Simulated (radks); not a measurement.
Species: Ge II. Configuration: [Ar] 3d10 4s2 4p1. Method: Dirac Kohn-Sham, PBE, spin-unpolarised, spherical densities, point nucleus; open shells are shared between the two j in proportion to 2j + 1; speed of light set to 274.072 atomic units (2 times the physical value, a model run); computed with a radial shooting solver on a logarithmic mesh with Libxc functionals.

Spin-orbit splittings of the eigenvalues, e(l+1/2) - e(l-1/2), with zeta = 2 splitting/(2l+1) and mean radii in bohr:

| shell | occ. | splitting (eV) | zeta (eV) | <r> j=l-1/2 | <r> j=l+1/2 |
|---|---|---|---|---|---|
| 2p | 6 | ? | ? | 0.1843 | 0.1852 |
| 3p | 6 | 1.038 | 0.6922 | 0.6487 | 0.6514 |
| 3d | 10 | 0.1476 | 0.05903 | 0.7313 | 0.7326 |
| 4p | 1 | 0.05944 | 0.03963 | 2.554 | 2.563 |

Estimate the 2p splitting.

Answer. 7.781 eV (zeta = 5.187 eV).
